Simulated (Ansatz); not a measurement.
Al₃Ga₂⁺, relaxed as a singlet with RKS r2SCAN-D4/def2-SVP in Ansatz, starting from the GFN1-xTB geometry. Force threshold 0.02 eV/Å.

The restricted singlet is unstable towards broken spin symmetry in Hartree–Fock (as tested in another run); at r2SCAN-D4/def2-SVP this wasn't settled. The structure comes from a short search, and lower isomers may exist.

Start:

Cartesian coordinates in Å:
```
Al 0.1110 0.8497 -2.4671
Al -1.5504 0.2758 2.2219
Al 0.6056 -0.9974 1.3848
Ga 0.3426 1.1870 0.2921
Ga 0.4911 -1.3150 -1.4316
```

| step | energy (eV) | largest force component (eV/Å) | SCF passes |
| --- | --- | --- | --- |
| 1 | -124516.4857 | 0.570 | 21 |
| 2 | -124516.6055 | 0.678 | 29 |
| 3 | -124516.7436 | 0.712 | 30 |
| 4 | -124516.9127 | 0.552 | 28 |
| 5 | -124516.9424 | 0.730 | 29 |
| 6 | -124516.9941 | 0.184 | 23 |
| 7 | -124516.9995 | 0.099 | 22 |
| 8 | -124517.0024 | 0.033 | 24 |
| 9 | -124517.0037 | 0.012 | 25 |

Force components are those of the run's own axes.

End:

```xyz
5

Al    0.1117    0.8673   -2.0897
Al   -1.3167    0.3555    1.9863
Al    0.5578   -1.0900    1.1138
Ga    0.0795    1.4570    0.3277
Ga    0.5677   -1.5898   -1.3380
```

By distances, no bond broke or formed. The bond that changes most is Al2–Ga4, from 2.85 to 2.43 Å (atoms count from 1).

No frequencies were taken in this run, so the end may be a saddle point.

It took 17 s on 4 threads of Arm Neoverse V2 on a shared host.
